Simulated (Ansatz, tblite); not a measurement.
Removing and adding an electron: GaCl₃. Charge 0, multiplicity 1. Geometry: PBE0-D4/def2-SVP. Ansatz, gas phase; energy differences of separate SCF runs; the oxidised species was run as a doublet alone; the reduced species was run as a doublet alone.

```csv
atom,x (Å),y (Å),z (Å)
Ga1,0.000,0.000,0.000
Cl2,1.363,-1.020,-1.265
Cl3,-0.511,-0.819,1.888
Cl4,-0.851,1.840,-0.623
```

The xTB rows come from tblite.

```csv
level,−HOMO (eV),vertical IE (eV),−LUMO (eV),vertical EA (eV),HOMO–LUMO gap (eV),IE − EA (eV),remarks
GFN1-xTB,12.87,15.24,7.06,4.51,5.81,10.73,–
GFN2-xTB,12.40,15.21,8.56,5.89,3.83,9.32,–
PBE-D4/def2-TZVPD,8.08,–,3.10,0.72,4.98,–,HOMO above zero (-1 doublet)
r2SCAN-D4/def2-TZVPD,8.43,–,2.79,0.55,5.64,–,HOMO above zero (-1 doublet)
```

(1) Estimate the rows for PBE-D4/def2-TZVP, r2SCAN-D4/def2-TZVP, PBE0-D4/def2-TZVP, PBE0-D4/def2-TZVPD.

Results:

(1) 
```
              level  −HOMO (eV)  vertical IE (eV)  −LUMO (eV)  vertical EA (eV)  HOMO–LUMO gap (eV)  IE − EA (eV)                       remarks
   PBE-D4/def2-TZVP        8.01             10.90        2.98                 –                5.03             –                             –
r2SCAN-D4/def2-TZVP        8.40             11.20        2.72                 –                5.68             –                             –
  PBE0-D4/def2-TZVP        9.46             11.50        2.04                 –                7.42             –                             –
 PBE0-D4/def2-TZVPD        9.50                 –        2.17              0.57                7.33             –  HOMO above zero (-1 doublet)
```

   A HOMO above zero means that the electron is unbound at that level or that self-interaction error raises the level; the energy of removing that electron tells which. Raw xTB energy differences between charge states are shifted by several eV; the methods need an empirical correction for them.
